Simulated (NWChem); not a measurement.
System: CHClF₂; SMILES C(F)(F)Cl

Output (shortened):

```
             Northwest Computational Chemistry Package (NWChem) 7.3.0
             --------------------------------------------------------

 CS  symmetry detected

                             Geometry "geometry" -> ""
                             -------------------------

 Output coordinates in angstroms (scale by  1.889725989 to convert to a.u.)

  No.       Tag          Charge          X              Y              Z
 ---- ---------------- ---------- -------------- -------------- --------------
    1 F                    9.0000    -0.14204313    -1.02871788     1.07901800
    2 C                    6.0000     0.36332721    -0.44074576     0.00000000
    3 F                    9.0000    -0.14204313    -1.02871788    -1.07901800
    4 Cl                  17.0000    -0.06375758     1.27594364     0.00000000
    5 H                    1.0000     1.46069194    -0.52964537     0.00000000

 Effective nuclear repulsion energy (a.u.)     168.4539071105

      Symmetry information
      --------------------

 Group name             Cs
 Group number              2
 Group order               2
 No. of unique centers     4

  pbe96 is a nonlocal functional; adding pw91lda local functional.

                                 NWChem DFT Module
                                 -----------------

 Summary of "ao basis" -> "ao basis" (spherical)
 ------------------------------------------------------------------------------
       Tag                 Description            Shells   Functions and Types
 ---------------- ------------------------------  ------  ---------------------
 F                          def2-svp                 6       14   3s2p1d
 C                          def2-svp                 6       14   3s2p1d
 Cl                         def2-svp                 8       18   4s3p1d
 H                          def2-svp                 3        5   2s1p

      Symmetry analysis of basis
      --------------------------

        a'         41
        a"         24

            General Information
            -------------------
          SCF calculation type: DFT
          Wavefunction type:  closed shell.
          No. of atoms     :     5
          No. of electrons :    42
           Alpha electrons :    21
            Beta electrons :    21
          Charge           :     0
          Spin multiplicity:     1
          Use of symmetry is: on ; symmetry adaption is: on
          Maximum number of iterations: 150
          AO basis - number of functions:    65
                     number of shells:    29
          Convergence on energy requested:  1.00D-06
          Convergence on density requested:  1.00D-05
          Convergence on gradient requested:  5.00D-04

              XC Information
              --------------
          PerdewBurkeErnzerhof Exchange Functional  1.000
            Perdew 1991 LDA Correlation Functional  1.000 local
           PerdewBurkeErnz. Correlation Functional  1.000 non-local

             Grid Information
             ----------------
          Grid used for XC integration:  medium
          Radial quadrature: Mura-Knowles
          Angular quadrature: Lebedev.
          Tag              B.-S. Rad. Rad. Pts. Rad. Cut. Ang. Pts.
          ---              ---------- --------- --------- ---------
          F                   0.50       49           7.0       434
          C                   0.70       49           7.0       434
          Cl                  1.00       88           8.0       590
          H                   0.35       45           7.0       434
          Grid pruning is: on
          Number of quadrature shells:   231
          Spatial weights used:  Erf1

      Superposition of Atomic Density Guess
      -------------------------------------

 Sum of atomic energies:        -696.03263147

      Non-variational initial energy
      ------------------------------

 Total energy =    -697.115076
 1-e energy   =   -1299.707863
 2-e energy   =     434.138880
 HOMO         =      -0.394157
 LUMO         =       0.143918

      Symmetry analysis of molecular orbitals - initial
      -------------------------------------------------

  Numbering of irreducible representations:

     1 a'          2 a"

  Orbital symmetries:

     1 a'          2 a'          3 a"          4 a'          5 a'
     6 a'          7 a'          8 a"          9 a'         10 a"
    11 a'         12 a'         13 a"         14 a'         15 a'
    16 a"         17 a"         18 a'         19 a'         20 a"
    21 a'         22 a'         23 a'         24 a"         25 a'
    26 a'         27 a'         28 a'         29 a"         30 a'
    31 a'

   convergence    iter        energy       DeltaE   RMS-Dens  Diis-err
 ---------------- ----- ----------------- --------- --------- ---------
 d= 0,ls=0.0,diis     1   -697.6730927748 -8.66D+02  2.89D-02  1.47D+00
 d= 0,ls=0.0,diis     2   -697.3015599177  3.72D-01  1.88D-02  5.57D+00
 d= 0,ls=0.0,diis     3   -697.8333453063 -5.32D-01  1.83D-03  1.73D-02
 d= 0,ls=0.0,diis     4   -697.8342875862 -9.42D-04  7.95D-04  6.46D-03
 d= 0,ls=0.0,diis     5   -697.8347474823 -4.60D-04  3.22D-04  4.97D-04
  Resetting Diis
 d= 0,ls=0.0,diis     6   -697.8348101950 -6.27D-05  5.89D-05  1.20D-05
 d= 0,ls=0.0,diis     7   -697.8348117119 -1.52D-06  1.41D-05  2.22D-07
 d= 0,ls=0.0,diis     8   -697.8348117143 -2.49D-09  7.74D-06  2.56D-07

         Total DFT energy =     -697.834811714345
      One electron energy =    -1300.226370190754
           Coulomb energy =      488.477726294510
    Exchange-Corr. energy =      -54.540074928555
 Nuclear repulsion energy =      168.453907110455

 Numeric. integr. density =       41.999997257370

                  Occupations of the irreducible representations
                  ----------------------------------------------

                     irrep           alpha         beta
                     --------     --------     --------
                     a'               14.0         14.0
                     a"                7.0          7.0

                       DFT Final Molecular Orbital Analysis
                       ------------------------------------

 Vector   19  Occ=2.000000D+00  E=-3.221160D-01  Symmetry=a'
              MO Center=  1.5D-01, -2.8D-01,  1.5D-13, r^2= 2.5D+00
   Bfn.  Coefficient  Atom+Function         Bfn.  Coefficient  Atom+Function
  ----- ------------  ---------------      ----- ------------  ---------------
    54      0.360723  4 Cl py                 4      0.302524  1 F  px
    32      0.302524  3 F  px                51      0.271656  4 Cl py
    61      0.258327  5 H  s                  5     -0.214623  1 F  py
    33     -0.214623  3 F  py                 7     -0.202279  1 F  px
    35     -0.202279  3 F  px                18      0.196242  2 C  px

 Vector   20  Occ=2.000000D+00  E=-2.856853D-01  Symmetry=a"
              MO Center= -5.9D-02,  1.0D+00, -1.9D-12, r^2= 1.6D+00
   Bfn.  Coefficient  Atom+Function         Bfn.  Coefficient  Atom+Function
  ----- ------------  ---------------      ----- ------------  ---------------
    55      0.611216  4 Cl pz                52      0.467442  4 Cl pz
    49      0.270617  4 Cl pz                 5      0.170373  1 F  py
    33     -0.170373  3 F  py                 8     -0.117946  1 F  py
    36      0.117946  3 F  py                23      0.064089  2 C  pz
     3     -0.037753  1 F  s                 31      0.037753  3 F  s

 Vector   21  Occ=2.000000D+00  E=-2.847067D-01  Symmetry=a'
              MO Center=  4.6D-03,  1.1D+00,  1.5D-12, r^2= 1.5D+00
   Bfn.  Coefficient  Atom+Function         Bfn.  Coefficient  Atom+Function
  ----- ------------  ---------------      ----- ------------  ---------------
    53      0.614618  4 Cl px                50      0.461953  4 Cl px
    47      0.268166  4 Cl px                61     -0.157265  5 H  s
    54      0.118176  4 Cl py                18     -0.094707  2 C  px
    51      0.085800  4 Cl py                62     -0.081286  5 H  s
    17     -0.063239  2 C  s                 22      0.057776  2 C  py

 Vector   22  Occ=0.000000D+00  E= 9.596351D-04  Symmetry=a'
              MO Center=  3.1D-01,  3.9D-01,  1.4D-14, r^2= 2.3D+00
   Bfn.  Coefficient  Atom+Function         Bfn.  Coefficient  Atom+Function
  ----- ------------  ---------------      ----- ------------  ---------------
    17      0.849893  2 C  s                 54      0.767019  4 Cl py
    62     -0.641520  5 H  s                 22      0.564327  2 C  py
    46     -0.548387  4 Cl s                 19      0.544282  2 C  py
    16      0.468387  2 C  s                 51      0.281956  4 Cl py
    53     -0.224085  4 Cl px                45     -0.176795  4 Cl s

 Vector   23  Occ=0.000000D+00  E= 5.727489D-02  Symmetry=a'
              MO Center=  1.5D+00, -4.6D-01,  9.1D-15, r^2= 2.6D+00
   Bfn.  Coefficient  Atom+Function         Bfn.  Coefficient  Atom+Function
  ----- ------------  ---------------      ----- ------------  ---------------
    62      1.953138  5 H  s                 17     -1.031406  2 C  s
    21     -0.940533  2 C  px                18     -0.469506  2 C  px
    54      0.241461  4 Cl py                19      0.200132  2 C  py
    45     -0.155691  4 Cl s                 22      0.153054  2 C  py
     7      0.112570  1 F  px                35      0.112570  3 F  px

 Vector   24  Occ=0.000000D+00  E= 8.339249D-02  Symmetry=a"
              MO Center=  4.1D-01, -2.9D-01,  8.7D-16, r^2= 2.0D+00
   Bfn.  Coefficient  Atom+Function         Bfn.  Coefficient  Atom+Function
  ----- ------------  ---------------      ----- ------------  ---------------
    23      1.094231  2 C  pz                20      0.568120  2 C  pz
     3     -0.560583  1 F  s                 31      0.560583  3 F  s
    55     -0.318042  4 Cl pz                 8     -0.222775  1 F  py
    36      0.222775  3 F  py                 7     -0.198224  1 F  px
    35      0.198224  3 F  px                 5      0.182326  1 F  py

     Multipole analysis of the density
     ---------------------------------

     L   x y z        total         alpha         beta         nuclear
     -   - - -        -----         -----         ----         -------
     0   0 0 0      0.000000    -21.000000    -21.000000     42.000000

     1   1 0 0      0.497316      0.248658      0.248658     -0.000000
     1   0 1 0     -0.078362     -0.039181     -0.039181     -0.000000
     1   0 0 1      0.000000      0.000000      0.000000      0.000000

     2   2 0 0    -19.486282    -15.738849    -15.738849     11.991416
     2   1 1 0     -0.750992      0.494460      0.494460     -1.739912
     2   1 0 1     -0.000000     -0.000000     -0.000000      0.000000
     2   0 2 0    -21.138795    -96.580804    -96.580804    172.022813
     2   0 1 1     -0.000000     -0.000000     -0.000000      0.000000
     2   0 0 2    -21.733081    -48.286005    -48.286005     74.838928

                                 NWChem DFT Module
                                 -----------------

      Symmetry analysis of basis
      --------------------------

        a'         41
        a"         24

            General Information
            -------------------
          SCF calculation type: DFT
          Wavefunction type:  spin polarized.
          No. of atoms     :     5
          No. of electrons :    41
           Alpha electrons :    21
            Beta electrons :    20
          Charge           :     1
          Spin multiplicity:     2
          Use of symmetry is: on ; symmetry adaption is: on
          Maximum number of iterations: 150
          AO basis - number of functions:    65
                     number of shells:    29
          Convergence on energy requested:  1.00D-06
          Convergence on density requested:  1.00D-05
          Convergence on gradient requested:  5.00D-04

              XC Information
              --------------
          PerdewBurkeErnzerhof Exchange Functional  1.000
            Perdew 1991 LDA Correlation Functional  1.000 local
           PerdewBurkeErnz. Correlation Functional  1.000 non-local

             Grid Information
             ----------------
          Grid used for XC integration:  medium
          Radial quadrature: Mura-Knowles
          Angular quadrature: Lebedev.
          Tag              B.-S. Rad. Rad. Pts. Rad. Cut. Ang. Pts.
          ---              ---------- --------- --------- ---------
          F                   0.50       49           7.0       434
          C                   0.70       49           7.0       434
          Cl                  1.00       88           8.0       590
          H                   0.35       45           7.0       434
          Grid pruning is: on
          Number of quadrature shells:   231
          Spatial weights used:  Erf1

      Superposition of Atomic Density Guess
      -------------------------------------

 Sum of atomic energies:        -696.03263147

 Renormalizing density from      42.00 to     41

      Non-variational initial energy
      ------------------------------

 Total energy =    -686.596820
 1-e energy   =   -1268.762438
 2-e energy   =     413.711711
 HOMO         =      -0.744870
 LUMO         =      -0.218661

   Symmetry analysis of molecular orbitals - initial alpha
   -------------------------------------------------------

  Numbering of irreducible representations:

     1 a'          2 a"

  Orbital symmetries:

     1 a'          2 a'          3 a"          4 a'          5 a'
     6 a'          7 a"          8 a'          9 a'         10 a"
    11 a'         12 a'         13 a"         14 a'         15 a'
    16 a"         17 a"         18 a'         19 a'         20 a"
    21 a'         22 a'         23 a"         24 a'         25 a'
    26 a'         27 a'         28 a"         29 a'         30 a'
    31 a'

   Symmetry analysis of molecular orbitals - initial beta
   ------------------------------------------------------

  Numbering of irreducible representations:

     1 a'          2 a"

  Orbital symmetries:

     1 a'          2 a'          3 a"          4 a'          5 a'
     6 a'          7 a"          8 a'          9 a'         10 a"
    11 a'         12 a'         13 a"         14 a'         15 a'
    16 a"         17 a"         18 a'         19 a'         20 a"
    21 a'         22 a'         23 a"         24 a'         25 a'
    26 a'         27 a'         28 a"         29 a'         30 a'
    31 a'

[...]
```

Level: PBE/def2-SVP, vertical spin-unrestricted ions. Geometry: optimised at PBE0/def2-SVP.

Reconstruct the input file.

One answer among several that fit: the input that was run:
```
start job
memory heap 200 mb stack 900 mb global 1100 mb
geometry units angstroms noautoz
  F     -0.144391     1.032874     1.079018
  C      0.364219     0.447702     0.000000
  F     -0.144391     1.032874    -1.079018
  Cl    -0.053378    -1.271320     0.000000
  H      1.461076     0.542661     0.000000
end
basis spherical
  * library def2-svp
end
dft
  xc xpbe96 cpbe96
  iterations 150
  vectors input atomic output neutral.movecs
end
task dft energy
charge 1
dft
  odft
  mult 2
  vectors input atomic output cation.movecs
end
task dft energy
```
